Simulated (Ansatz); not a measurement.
Born–Oppenheimer molecular dynamics of ClH₃O₃Si (8 atoms, charge 0, multiplicity 1). It starts from a relaxed structure.

Method: Ansatz, RKS PBE/STO-3G.

| Item | Value |
| --- | --- |
| ensemble | NVT, Langevin thermostat |
| time step | 0.25 fs |
| steps asked | 166 |
| set temperature | 500 K |
| friction | 0.001 /fs |
| seed | 19713 |

Frames 2.5 fs apart, positions in Å.

Velocities at 2.5 fs (Å/ps):

```
Si 1.64 1.61 0.08
Cl 4.77 -2.04 -0.89
O -3.57 2.66 3.25
H -4.91 -6.21 5.13
O -5.83 -1.09 -12.19
H -4.49 13.67 -10.41
O -1.43 -0.40 10.11
H -15.77 8.50 9.40
```

```xyz
8
Properties=species:S:1:pos:R:3 time_fs=2.5 energy_less_start_eV=0.111 T=353
Si -0.040 -0.048 -0.115
Cl -0.096 -0.099 2.050
O 1.538 0.042 -0.712
H 1.925 -0.826 -0.455
O -0.718 1.375 -0.792
H -1.751 1.357 -0.541
O -0.886 -1.475 -0.562
H -1.208 -1.896 0.355
8
Properties=species:S:1:pos:R:3 time_fs=5 energy_less_start_eV=0.062 T=386
Si -0.036 -0.043 -0.115
Cl -0.084 -0.104 2.048
O 1.528 0.052 -0.705
H 1.937 -0.878 -0.431
O -0.733 1.373 -0.822
H -1.731 1.387 -0.567
O -0.890 -1.476 -0.535
H -1.233 -1.859 0.358
8
Properties=species:S:1:pos:R:3 time_fs=7.5 energy_less_start_eV=0.162 T=290
Si -0.037 -0.038 -0.115
Cl -0.072 -0.109 2.046
O 1.521 0.058 -0.700
H 1.948 -0.894 -0.423
O -0.746 1.372 -0.849
H -1.716 1.400 -0.582
O -0.894 -1.477 -0.510
H -1.254 -1.817 0.366
8
Properties=species:S:1:pos:R:3 time_fs=10 energy_less_start_eV=0.108 T=340
Si -0.042 -0.031 -0.115
Cl -0.060 -0.114 2.044
O 1.521 0.060 -0.694
H 1.924 -0.832 -0.439
O -0.753 1.370 -0.877
H -1.754 1.397 -0.570
O -0.896 -1.475 -0.490
H -1.286 -1.792 0.429
8
Properties=species:S:1:pos:R:3 time_fs=12.5 energy_less_start_eV=0.158 T=287
Si -0.051 -0.023 -0.117
Cl -0.048 -0.118 2.042
O 1.522 0.065 -0.691
H 1.924 -0.809 -0.444
O -0.758 1.367 -0.904
H -1.762 1.379 -0.558
O -0.899 -1.474 -0.470
H -1.303 -1.750 0.469
8
Properties=species:S:1:pos:R:3 time_fs=15 energy_less_start_eV=0.149 T=310
Si -0.061 -0.015 -0.118
Cl -0.037 -0.123 2.040
O 1.524 0.074 -0.691
H 1.966 -0.864 -0.426
O -0.763 1.360 -0.929
H -1.716 1.351 -0.561
O -0.903 -1.473 -0.448
H -1.291 -1.694 0.462
8
Properties=species:S:1:pos:R:3 time_fs=17.5 energy_less_start_eV=0.181 T=266
Si -0.073 -0.007 -0.120
Cl -0.026 -0.128 2.038
O 1.529 0.080 -0.693
H 1.975 -0.854 -0.422
O -0.765 1.351 -0.952
H -1.704 1.323 -0.558
O -0.906 -1.472 -0.431
H -1.293 -1.659 0.488
8
Properties=species:S:1:pos:R:3 time_fs=20 energy_less_start_eV=0.229 T=220
Si -0.086 0.001 -0.124
Cl -0.015 -0.132 2.037
O 1.536 0.081 -0.695
H 1.945 -0.784 -0.429
O -0.763 1.341 -0.971
H -1.741 1.308 -0.553
O -0.910 -1.470 -0.418
H -1.314 -1.650 0.545
8
Properties=species:S:1:pos:R:3 time_fs=22.5 energy_less_start_eV=0.200 T=246
Si -0.096 0.008 -0.127
Cl -0.004 -0.136 2.036
O 1.538 0.087 -0.699
H 1.946 -0.799 -0.405
O -0.765 1.331 -0.986
H -1.740 1.307 -0.585
O -0.916 -1.469 -0.403
H -1.313 -1.646 0.551
8
Properties=species:S:1:pos:R:3 time_fs=25 energy_less_start_eV=0.271 T=182
Si -0.104 0.016 -0.132
Cl 0.007 -0.139 2.036
O 1.537 0.096 -0.701
H 1.957 -0.846 -0.365
O -0.770 1.320 -0.998
H -1.715 1.323 -0.649
O -0.924 -1.468 -0.387
H -1.294 -1.652 0.529
8
Properties=species:S:1:pos:R:3 time_fs=27.5 energy_less_start_eV=0.192 T=269
Si -0.109 0.022 -0.137
Cl 0.018 -0.141 2.036
O 1.534 0.099 -0.700
H 1.923 -0.811 -0.350
O -0.771 1.310 -1.009
H -1.750 1.352 -0.711
O -0.932 -1.465 -0.376
H -1.292 -1.678 0.558
8
Properties=species:S:1:pos:R:3 time_fs=30 energy_less_start_eV=0.294 T=184
Si -0.113 0.027 -0.141
Cl 0.029 -0.143 2.037
O 1.527 0.100 -0.697
H 1.883 -0.750 -0.336
O -0.770 1.301 -1.021
H -1.800 1.381 -0.774
O -0.940 -1.461 -0.366
H -1.291 -1.714 0.600
```

Of the whole run (42 fs, mean temperature of the second half 222 K): The mean temperature of the second half is 56 % below the set value. A run of 0.042 ps of so small a system gives no equilibrium averages. Limits of this set-up: minimal basis.

Run time: 4.7 min on 1 thread of Arm Neoverse V1, on a shared host, peak memory 0.09 GiB.
